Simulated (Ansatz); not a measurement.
`F[SiH2]F` + `[SiH3]N[SiH3]` → `F[SiH2]N([SiH3])[SiH3]` + H–F at 600 K and 1 bar (ligand exchange at the Si–F bond).

Isolated molecules relaxed with PBE0-D4/def2-TZVP in Ansatz; ΔE leaves out vibrations. CCSD(T)/CBS adds triple-zeta CCSD(T) − MP2 to the extrapolated MP2 energy (def2 sets, frozen cores). This one scheme is used for every species. Each species was taken in one conformer, which may not be the lowest.

```
                 species  CCSD(T)/CBS energy (Eh)  H − E (kJ/mol)  S (J/(mol·K))
              `F[SiH2]F`               -489.99391            92.8          309.1
         `[SiH3]N[SiH3]`               -637.10515           230.1          420.5
`F[SiH2]N([SiH3])[SiH3]`              -1026.67748           282.7          515.0
                     H–F               -100.39570            42.3          194.0
```

H − E and S are ideal-gas, rigid-rotor, harmonic terms from PBE0-D4/def2-TZVP, for one conformer and one mirror image of each species. 1 Eh = 2625.50 kJ/mol, R = 8.31446 J/(mol·K).

Task: By hand: ΔE, ΔH, ΔS and ΔG.

Result: ΔE = (-1026.67748) + (-100.39570) − (-489.99391) − (-637.10515) = 0.02588 Eh = 67.9 kJ/mol. Δ(H − E) = 282.7 + 42.3 − 92.8 − 230.1 = 2.1, so ΔH = 70.0 kJ/mol. ΔS = 515.0 + 194.0 − 309.1 − 420.5 = -20.6 J/(mol·K). ΔG = 70.0 − 600 × (-20.6)/1000 = 82.4 kJ/mol.

Task: By hand: the equilibrium constant, and the temperature at which ΔG would vanish if ΔH and ΔS stayed fixed.

Result: log₁₀ K = −ΔG/(RT ln 10) = -7.2. ΔH and −TΔS have one sign here, so there is no such temperature.

ΔH outweighs TΔS. A doubt of 5 kJ/mol in ΔE shifts log₁₀ K by 0.4 here. Other conformers and mirror images would add mixing entropy, several J/(mol·K) or more a flexible species. Modes under 60 cm⁻¹, often nearly free rotors, make the harmonic entropy too high. These are equilibria of isolated gas molecules and say nothing of rates. Largest T1 diagnostic: 0.012 (customary marks: 0.02 for closed shells, 0.045 for open ones).
